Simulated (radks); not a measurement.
The numbers below are computed, except where a source is named.
Q: Coherent X-ray form factor from a spherical all-electron density. Code: a radial shooting solver on a logarithmic mesh with Libxc functionals. Model: scalar-relativistic Kohn-Sham, SCAN, spin-polarised, spherical densities, finite nucleus; meta-GGA in the generalised Kohn-Sham scheme; Fermi nuclear charge, rms radius of each element as measured or else 0.836 A^(1/3) + 0.57 fm.

sin(theta)/lambda (1/angstrom),f0 (electrons)
0.05,76.921
0.1,74.083
0.15,70.305
0.2,66.254
0.25,62.287
0.3,58.546
0.4,51.893
0.5,46.295
0.6,41.563
0.8,33.903
1,27.894
1.25,22.299
1.5,18.579
2,14.524

The species is in the configuration that NIST lists as its ground one. Which atom or ion scatters so?

A: Neutral platinum, [Xe] 4f14 5d9 6s1. Extrapolating in s^2 from the first two rows gives f0(0) = 77.9, near the electron count 78; among species with that count, the fall with angle is slower the higher Z, and the table is that of Z = 78; from so few rows the species is fixed only to a neighbour or two.
